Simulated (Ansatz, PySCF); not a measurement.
FNa. Atoms are numbered in the order given.

```xyz
2

Na     0.0000     0.0000    -0.8710
F      0.0000     0.0000     1.0646
```
Charge 0, spin multiplicity 1.

Geometry optimised at B3LYP-D3(BJ)/def2-TZVPD.

Vertical ionisation energy (IE) and electron affinity (EA) in eV. Rows of orbital energies are one-electron estimates. Where ΔSCF, EOM or ADC give a negative EA the extra electron is unbound and the value depends on the basis.

```tsv
level	IE	EA
−ε(HOMO), −ε(LUMO), r2SCAN/def2-TZVPD (PySCF)	5.26	1.23
−ε(HOMO), −ε(LUMO), B3LYP/def2-TZVPD (PySCF)	6.60	1.78
−ε(HOMO), −ε(LUMO), PBE/def2-TZVPD (PySCF)	5.08	2.01
ΔSCF, ωB97X-V/def2-TZVPD (Ansatz), final states of multiplicity 2 and 2	[?]	[?]
ΔSCF, PBE/def2-TZVPD (Ansatz), final states of multiplicity 2 and 2	10.51	0.58
```

### Question
Some entries are withheld; supply them. (Estimate from the structure and the level; the computed values follow.)

### Answer

- ΔSCF, ωB97X-V/def2-TZVPD (Ansatz, a first-principles code), final states of multiplicity 2 and 2, IE: 10.23
- ΔSCF, ωB97X-V/def2-TZVPD (Ansatz), final states of multiplicity 2 and 2, EA: 0.44

### Question
What vertical singlet–triplet gap does ΔSCF give with ωB97X-V/def2-TZVPD (Ansatz) and with PBE/def2-TZVPD (Ansatz)? (An estimate is asked for; the answer gives what the named calculation found.)

### Answer
5.53 and 5.55 eV (triplet above singlet where positive).
